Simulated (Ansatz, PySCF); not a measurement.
Species: sum formula BNH₂F (charge 0, doublet). It need not be the lowest isomer of its formula. 
Coordinates optimised at B3LYP-D3(BJ)/def2-TZVP (Ansatz, a quantum-chemistry and plane-wave program):
SMILES: [NH]BF
```xyz
5

B     -0.3380     0.0907    -0.2603
F      0.1698     1.0668     0.4915
H     -1.2966     0.3183    -0.9451
N      0.1203    -1.2294    -0.1846
H      0.6159    -1.7671    -0.8846
```
Charge 0, spin multiplicity 2.

Dipole moments at this geometry, in debye (magnitudes).

```tsv
level	program	dipole (D)
HF/def2-TZVPD	PySCF	2.14
SVWN5/def2-TZVPD	PySCF	1.85
PBE/def2-TZVPD	Ansatz	1.81
TPSS/def2-TZVPD	PySCF	1.84
M06-L/def2-TZVPD	PySCF	1.84
r2SCAN/def2-TZVPD	Ansatz	[?]
BHLYP/def2-TZVPD	Ansatz	2.04
LC-wPBE/def2-TZVPD	Ansatz	1.98
wB97M-V/def2-TZVPD	Ansatz	1.94
CCSD(T)/aug-cc-pVDZ	Ansatz	[?]
```

**Question.** What belongs in the gaps?

**Answer.** 
- r2SCAN/def2-TZVPD, dipole (D): 1.88
- CCSD(T)/aug-cc-pVDZ, dipole (D): 1.95
